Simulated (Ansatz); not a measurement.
CH6S2Si, SMILES `CS[SiH2]S`, relaxed with RKS PBE0-D4/def2-TZVP in Ansatz 0.2.0 from a PBE-D4/def2-SVP geometry. The force threshold is 0.005 eV/Å; the program also tests the step.

The species carries charge 0 and has multiplicity 1.

Start:

```xyz
10

C     0.031   -1.696    0.359
S    -0.406   -0.244    1.400
Si    0.369    1.332    0.163
S    -0.472    1.327   -1.832
H    -0.309   -1.539   -0.684
H    -0.496   -2.567    0.790
H     1.123   -1.883    0.376
H     1.842    1.194   -0.105
H     0.071    2.589    0.929
H    -1.754    1.486   -1.396
```

Problem. How much energy does the relaxation release, and in how many steps? (An estimate is asked.)

Solution. Ansatz gave: 4.52 kJ/mol, in 9 steps.

Problem. Which bonds change most? (Best estimate.)

Solution. Ansatz gave: S2–Si3 from 2.148 to 2.118 Å; Si3–S4 from 2.166 to 2.138 Å; C1–S2 from 1.839 to 1.815 Å; Si3–H9 from 1.502 to 1.482 Å.

Problem. Give the relaxed structure. (Best estimate.)

Solution. The calculation gave: 
```xyz
10

C     0.030   -1.685    0.358
S    -0.424   -0.246    1.368
Si    0.358    1.310    0.161
S    -0.452    1.352   -1.817
H    -0.361   -1.582   -0.654
H    -0.421   -2.556    0.831
H     1.111   -1.814    0.329
H     1.814    1.153   -0.083
H     0.068    2.553    0.914
H    -1.721    1.515   -1.406
```
